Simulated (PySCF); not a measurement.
C3H6FIn, SMILES [In]([CH]=C)([F])[CH3].

Geometry: B3LYP-D3(BJ)/def2-SVP. The structure was generated by enumeration; whether it is a known compound was not checked. The def2 effective core potentials stand for the cores of In; spin–orbit coupling is left out. Other conformers were not sampled.

Two levels are set side by side: PBE/def2-TZVP (PySCF) and HF/def2-TZVP (PySCF). Same geometry, gas phase. Differences are taken from unrounded values.

```json
[
 {"quantity": "orbital gap (eV)", "HF": "11.69", "PBE": "4.23", "PBE minus HF": "-7.46"},
 {"quantity": "highest occupied level (eV)", "HF": "-10.55", "PBE": "-6.51", "PBE minus HF": "4.04"},
 {"quantity": "lowest empty level (eV)", "HF": "1.14", "PBE": "-2.28", "PBE minus HF": "-3.41"},
 {"quantity": "dipole moment (D)", "HF": "3.93", "PBE": "3.52", "PBE minus HF": "-0.40"},
 {"quantity": "mean polarisability (bohr³)", "HF": "66.7", "PBE": "74.7", "PBE minus HF": "8.1"}
]
```

PBE's occupied levels lie high since its potential decays too fast outside the molecule; exact exchange lowers them and widens the gap. PBE's more diffuse valence density responds more strongly to a field. Differences between two approximate levels are no errors against the true value.

Rough cost on one machine, each run with all the roots and properties that it gave: HF against PBE about 1/2.
